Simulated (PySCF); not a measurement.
BHN, SMILES [N]=B (connectivity only; charge and spin as stated), charge -1, multiplicity 1.

Coordinates come from a B3LYP-D3(BJ)/def2-TZVPD optimisation. The multiplicity is an assumed one; other spin states were not compared. The isomer is the one that the SMILES or the coordinates give; other isomers of the formula were not compared.

Computed with HF/def2-TZVPD run with PySCF.

Gas-phase values at a fixed geometry.

Computed frontier levels, gap, dipole moment and polarisability:
highest occupied level: -3.12 eV
lowest empty level: 5.00 eV
orbital gap: 8.11 eV
dipole moment about the centre of nuclear charge: 2.92 D
mean static polarisability: 37.0 bohr³ (5.49 Å³)
polarisability, principal values: 34.3, 34.3, 42.5 bohr³
